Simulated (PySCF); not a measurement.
H₄BeSeSi (SMILES [SiH3][Be][SeH]), singlet, at a GFN2-xTB geometry (such geometries of metal compounds can be far from the true shape). Base run: PySCF with PBE/def2-SVP.

Input for PySCF:
```python
from pyscf import gto, scf, dft, solvent

mol = gto.Mole()
mol.atom = '''
    Be   -0.027159   -0.341809    0.472190
    Se    0.332813    0.889806   -1.079655
    H     1.647515    1.425212   -1.080982
    Si   -0.722627   -1.711427    2.028974
    H    -1.626870   -2.792777    1.619035
    H    -1.452589   -1.112207    3.152609
    H     0.341722   -2.446407    2.723205
'''
mol.basis = 'def2-svp'
mol.charge = 0
mol.spin = 0
mol.verbose = 4
mol.build()

mf = dft.RKS(mol)
mf.xc = 'pbe'
mf.kernel()
```

Variants of this job, named by their change:

```tsv
change	ΔE vs base (kJ/mol)	dipole (D)	HOMO-LUMO gap (eV)
base	0.00	1.54	3.70
model = COSMO; solvent = 2-propanol	-16.79	1.95	3.93
model = IEF-PCM; solvent = 2-propanol; vdw_scale = 1.0	___	___	___
model = IEF-PCM; solvent = 2-propanol; vdw_scale = 1.4	___	___	___
model = IEF-PCM; solvent = 2-propanol; lebedev_order = 41	-16.79	1.95	3.93
model = SS(V)PE; solvent = 2-propanol	___	___	3.93
model = IEF-PCM; solvent = 2-propanol; r_probe = 0.5	-5.43	1.82	3.77
model = IEF-PCM; solvent = 2-propanol; vdw_scale = 1.1	-25.84	1.99	4.04
model = IEF-PCM; solvent = n-hexane	-5.88	1.69	3.77
model = IEF-PCM; solvent = tetrahydrofuran	-14.24	1.90	3.89
model = IEF-PCM; solvent = 2-propanol	-16.71	1.95	3.93
model = IEF-PCM; solvent = dichloromethane	-14.88	1.91	3.90
```

Complete the blanks.


- model = IEF-PCM; solvent = 2-propanol; vdw_scale = 1.0, ΔE vs base (kJ/mol): -41.4
- model = IEF-PCM; solvent = 2-propanol; vdw_scale = 1.0, dipole (D): 2.03
- model = IEF-PCM; solvent = 2-propanol; vdw_scale = 1.0, HOMO-LUMO gap (eV): 4.19
- model = IEF-PCM; solvent = 2-propanol; vdw_scale = 1.4, ΔE vs base (kJ/mol): -7.57
- model = IEF-PCM; solvent = 2-propanol; vdw_scale = 1.4, dipole (D): 1.87
- model = IEF-PCM; solvent = 2-propanol; vdw_scale = 1.4, HOMO-LUMO gap (eV): 3.79
- model = SS(V)PE; solvent = 2-propanol, ΔE vs base (kJ/mol): -16.42
- model = SS(V)PE; solvent = 2-propanol, dipole (D): 1.94

The base is the gas phase, so ΔE is the electrostatic part of solvation at a fixed geometry, without cavity and dispersion terms.
